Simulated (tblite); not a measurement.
C7H7F3.
Cartesian coordinates in Å at the GFN2-xTB level; atoms count from 1:
```
atom  x, y, z in Å
C1     3.799   -0.686   -0.547
C2     2.776   -0.084    0.057
C3     1.400   -0.339   -0.274
C4     0.361    0.265    0.329
C5    -1.006    0.001   -0.013
C6    -2.047    0.594    0.581
C7    -3.463    0.310    0.217
F8    -4.175   -0.153    1.265
F9    -4.111    1.417   -0.200
F10   -3.598   -0.597   -0.761
H11    3.646   -1.410   -1.330
H12    4.820   -0.477   -0.279
H13    2.957    0.641    0.840
H14    1.217   -1.062   -1.058
H15    0.538    0.989    1.114
H16   -1.183   -0.723   -0.798
H17   -1.938    1.325    1.368
```

Method: GFN2-xTB as coded in tblite; computed harmonic values from a numerical Hessian at the method's own geometry, unscaled. Against measured fundamentals such values can be off by several per cent, at times by over 20. One conformer, not necessarily the lowest.

Question: How many normal modes are there?

Answer: 17 atoms, non-linear: 3N − 6 = 45.

Question: What is the point group of the computed structure, and how do the modes divide by symmetry?

Answer: Cs. The vibrations span 30 a′ + 15 a″.

Question: How many distinct wavenumbers does the calculation give?

Answer: 45: Cs has no degenerate species.

Question: How many fundamentals are allowed in the infrared by symmetry?

Answer: 45 of 45: in Cs every mode is allowed. All fundamentals are allowed in the Raman spectrum.

Question: Which of the modes above 1550 cm⁻¹ are stretches that can be named?

Answer: C=C 1615, 1640, 1667; =C–H 3055, 3062, 3066, 3077, 3104, 3105, 3139 cm⁻¹.

Question: Zero-point energy?

Answer: Half the sum of the wavenumbers, 26147 cm⁻¹, or 3.242 eV from 45 modes; those above 1550 cm⁻¹ give 1.645 eV of it.

Question: Convert 3103.9 cm⁻¹, one of the modes, to μm, THz, fs a period, meV and kJ/mol.

Answer: 3.222 μm, 93.05 THz, 10.7 fs, 384.8 meV or 37.13 kJ/mol.

Question: How are the modes spread over the spectrum?

Answer: 6 under 200 cm⁻¹; 8 from 200 to 600 cm⁻¹; 9 from 600 to 1000 cm⁻¹; 12 from 1000 to 1550 cm⁻¹; 3 from 1550 to 2000 cm⁻¹; 7 above 2600 cm⁻¹.

On an Arm Neoverse V2 with one thread, on a shared host, this took 0.47 s of wall time. The figure is for the frequency step alone.
